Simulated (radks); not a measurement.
Effect of the nuclear size on neutral silver, [Kr] 4d10 5s1. Calculated with a radial shooting solver on a logarithmic mesh with Libxc functionals: Dirac Kohn-Sham, relativistic LDA (MacDonald-Vosko exchange, VWN5 correlation), spin-unpolarised, spherical densities, finite nucleus; Fermi nuclear charge, rms radius 4.5454 fm. The rms radius is varied about that value; shifts are against it.

| rms radius (fm) | total energy shift (eV) | density at nucleus (e/bohr^3) | 1s1/2 shift (meV) | 2s1/2 shift (meV) | 3p1/2 shift (meV) | 4s1/2 shift (meV) | 4p1/2 shift (meV) | 5s1/2 shift (meV) |
|---|---|---|---|---|---|---|---|---|
| 3.9045 | -0.734 | 1.471e+05 | -307 | -34.4 | 0.389 | -1.21 | 0.073 | -0.065 |
| 4.2818 | -0.313 | 1.453e+05 | -131 | -14.7 | 0.166 | -0.519 | 0.031 | -0.028 |
| 4.5454 | 0 | 1.441e+05 | 0.000 | 0.000 | 0.000 | 0.000 | 0.000 | 0.000 |
| 4.8636 | 0.400 | 1.428e+05 | 167 | 18.7 | -0.212 | 0.662 | -0.040 | 0.036 |
| 5.0908 | 0.700 | 1.419e+05 | 293 | 32.8 | -0.371 | 1.16 | -0.070 | 0.062 |

Slopes of the eigenvalues against <r^2> in GHz/fm^2, as finite differences over the two radii next to the reference (eigenvalue slopes, not the field-shift constants of lines): 1s1/2 13600, 2s1/2 1520, 3p1/2 -17.2, 4s1/2 53.6, 4p1/2 -3.24, 5s1/2 2.89.
